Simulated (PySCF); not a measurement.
O₂Si₂, SMILES o1[si]2o[si]1=2. Coordinates come from a B3LYP-D3(BJ)/def2-SVP optimisation.

PySCF with TDDFT-PBE0/def2-SVPD puts the lowest singlet excitations at 3.53, 4.51, 5.20, 5.22, 5.51, 5.84 eV.

**Question.** What are the lowest excitation roots from PySCF with ADC(2)/aug-cc-pVDZ? (The exact figures need the calculation; the answer reports its results.)

**Answer.** 3.73, 4.85, 4.91, 5.37, 6.42, 6.46 eV. S1 differs by 0.19 eV (second minus first; roots are paired by order, and the bases may differ).
